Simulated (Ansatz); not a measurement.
Reaction (isomerisation): `CCBBO` → `BCB(C)O`

Program: Ansatz. Geometries: PBE0-D4/def2-TZVP. ΔE: electronic, gas phase. CBS: MP2 limit from def2 TZ/QZ plus the TZ coupled-cluster correction, frozen cores. One conformer a species, not always the lowest.

```csv
level,ΔE (kcal/mol)
CCSD/def2-TZVPP,-25.0
HF/def2-QZVPP,-24.0
```

Q: What does CCSD(T)/CBS give? (Estimate.)

A: Ansatz gave: -25.3 kcal/mol. The listed levels differ from it by 0.3, 1.3 kcal/mol.

Largest T1 diagnostic among the species: 0.012.

In def2-TZVPP, CCSD(T) changes the Hartree–Fock value by −1.3 kcal/mol (the triples alone add −0.4 kcal/mol) and MP2 by −3.0 kcal/mol.
